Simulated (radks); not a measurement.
Problem. Isoelectronic series with 20 electrons, each ion in its NIST ground configuration. Method: non-relativistic Kohn-Sham, LDA (Slater exchange, Perdew-Wang correlation), spin-unpolarised, spherical densities, point nucleus; computed with a radial shooting solver on a logarithmic mesh with Libxc functionals. Total energies (hartree) and orbital eigenvalues (Ry):

ion    configuration  E (hartree)         3d         3p         3s         2p
Ce38+       [Ar] 3d2   -7431.9529  -193.8471  -208.2106  -216.8849  -560.3072
Nd40+       [Ar] 3d2   -7992.1354  -213.0508  -228.0481  -237.1156  -608.6331
Pm41+       [Ar] 3d2   -8279.8942  -222.9865  -238.3006  -247.5646  -633.5466
Sm42+       [Ar] 3d2   -8572.7646  -233.1448  -248.7755  -258.2361  -658.9604
Eu43+       [Ar] 3d2   -8870.7465  -243.5256  -259.4728  -269.1301  -684.8746
Gd44+       [Ar] 3d2   -9173.8401  -254.1289  -270.3926  -280.2464  -711.2891
Tb45+       [Ar] 3d2   -9482.0451  -264.9547  -281.5347  -291.5852  -738.2038
Dy46+       [Ar] 3d2   -9795.3617  -276.0031  -292.8992  -303.1464  -765.6189
Ho47+       [Ar] 3d2  -10113.7897  -287.2738  -304.4861  -314.9299  -793.5342
Er48+       [Ar] 3d2  -10437.3292  -298.7671  -316.2954  -326.9358  -821.9497
Tm49+       [Ar] 3d2  -10765.9802  -310.4828  -328.3270  -339.1642  -850.8655
Yb50+       [Ar] 3d2  -11099.7426  -322.4209  -340.5810  -351.6148  -880.2815
Lu51+       [Ar] 3d2  -11438.6163  -334.5814  -353.0573  -364.2879  -910.1977
Hf52+       [Ar] 3d2  -11782.6015  -346.9644  -365.7560  -377.1833  -940.6141
Ta53+       [Ar] 3d2  -12131.6980  -359.5698  -378.6770  -390.3010  -971.5307
W54+        [Ar] 3d2  -12485.9059  -372.3975  -391.8204  -403.6410  -1002.947
Re55+       [Ar] 3d2  -12845.2252  -385.4477  -405.1860  -417.2034  -1034.864
Os56+       [Ar] 3d2  -13209.6558  -398.7202  -418.7740  -430.9882  -1067.282
Ir57+       [Ar] 3d2  -13579.1977  -412.2151  -432.5843  -444.9952  -1100.199
Pt58+       [Ar] 3d2  -13953.8509  -425.9323  -446.6170  -459.2246  -1133.616
Au59+       [Ar] 3d2  -14333.6154  -439.8720  -460.8719  -473.6763  -1167.534

Estimate the row of Pr39+ ([Ar] 3d2).

Solution. E (hartree) -7709.4883; 3d -203.3377; 3p -218.0181; 3s -226.8890; 2p -584.2200.
